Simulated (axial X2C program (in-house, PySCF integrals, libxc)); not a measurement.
Which molecule gave these maps?

PBE0 fields computed with an in-house relativistic program for diatomic molecules, two-component, near the equilibrium distance, one atom at z = 0.

The maps cover the half plane through the axis: z from -2.4 to 3.6 Å along the bond, ρ from 0.15 to 2.25 Å away from it.

log10 of the density in e/bohr³:

```
 ρ\z  -2.4  -1.8  -1.2  -0.6   0.0   0.6   1.2   1.8   2.4   3.0   3.6
0.15  -3.7  -2.8  -1.6  -0.1   1.8  -0.1  -0.6   0.6  -0.9  -1.8  -2.8
0.45  -3.7  -2.8  -1.7  -0.4   0.3  -0.4  -0.8  -0.7  -1.1  -2.0  -2.9
0.75  -3.7  -2.9  -2.0  -1.0  -0.4  -0.9  -1.2  -1.1  -1.4  -2.2  -3.0
1.05  -3.8  -3.0  -2.2  -1.5  -1.1  -1.4  -1.6  -1.5  -1.8  -2.5  -3.2
1.35  -3.9  -3.2  -2.5  -1.9  -1.7  -1.8  -2.0  -2.0  -2.3  -2.8  -3.5
1.65  -4.1  -3.4  -2.8  -2.3  -2.2  -2.3  -2.4  -2.5  -2.7  -3.2  -3.8
1.95  -4.2  -3.7  -3.1  -2.7  -2.6  -2.7  -2.8  -2.9  -3.1  -3.5  -4.1
2.25  -4.5  -3.9  -3.4  -3.1  -3.0  -3.1  -3.2  -3.3  -3.6  -3.9  -4.4
```

Electron localisation function (collinear form, no current term, damped to 0 at low density):

```
 ρ\z  -2.4  -1.8  -1.2  -0.6   0.0   0.6   1.2   1.8   2.4   3.0   3.6
0.15  0.00  0.01  0.09  0.72  0.69  0.66  0.74  0.96  0.93  0.88  0.41
0.45  0.00  0.02  0.09  0.58  0.65  0.51  0.73  0.40  0.93  0.84  0.34
0.75  0.00  0.02  0.09  0.36  0.60  0.32  0.63  0.82  0.89  0.75  0.24
1.05  0.01  0.03  0.10  0.24  0.32  0.23  0.49  0.74  0.78  0.57  0.12
1.35  0.00  0.04  0.12  0.21  0.24  0.21  0.33  0.52  0.56  0.32  0.04
1.65  0.00  0.04  0.13  0.21  0.23  0.19  0.19  0.26  0.27  0.12  0.01
1.95  0.00  0.02  0.11  0.19  0.21  0.15  0.10  0.10  0.09  0.03  0.00
2.25  0.00  0.01  0.06  0.13  0.15  0.10  0.05  0.03  0.02  0.00  0.00
```

Axial spin density in 10⁻³ e/bohr³:

```
 ρ\z  -2.4  -1.8  -1.2  -0.6    0.0   0.6   1.2   1.8   2.4  3.0  3.6
0.15   0.1   0.0  -2.7   5.3  -35.1   0.1  29.4  69.0  45.7  5.4  0.6
0.45   0.1   0.1  -0.6   1.5  -14.3  -3.3  21.7  66.9  29.0  4.1  0.5
0.75   0.1   0.3   1.3   6.6    6.7   2.5  12.1  26.8  13.4  2.5  0.4
1.05   0.1   0.4   1.8   6.5    9.3   4.7   5.9   9.3   5.3  1.3  0.2
1.35   0.1   0.3   1.4   4.2    5.7   3.5   2.8   3.3   2.0  0.6  0.1
1.65   0.1   0.3   0.9   2.2    2.9   2.0   1.4   1.2   0.8  0.3  0.1
1.95   0.1   0.2   0.5   1.1    1.4   1.0   0.7   0.5   0.3  0.1  0.0
2.25   0.0   0.1   0.3   0.5    0.6   0.5   0.3   0.2   0.1  0.1  0.0
```

Task: Which molecule is it?
A. DbF⁺
B. InSe⁻
C. PdC
D. ReBr⁺

Result: C. PdC, with Pd at z = 0 and C at z = 1.749 Å, state Ω = 2 (⟨Sz⟩ = 1.00, ⟨Lz⟩ = 1.00 at PBE0), basis Pd dyall-cv3z [12s12p8d5f3g], C dyall-v3z [7s6p2d1f] (cores contracted in-house). One determinant describes the state; a PBE0 search over occupations chose it and may have missed a lower one. Density functionals use the spin component along the axis (collinear). Other states lie close and PBE0, whose exact exchange favours high spin, may order them wrongly; the determinant shown need not be the ground state. The nearest other spin-free determinant of the search, M_S = 0, Λ = 0, lies 0.09 eV up at the distance of the search. Without a current term, density functionals place determinants with orbital angular momentum somewhat too high. With several unpaired electrons one determinant need not be a pure state. A state of lower Ω lies just above, and one determinant can place such states too high, so the state shown need not be the lowest. The search has Ω = 0 only 0.03 eV up. Open-shell Ω = 0 determinants with evenly filled partner blocks cannot be reached by this program, so the Ω shown need not be the lowest component.
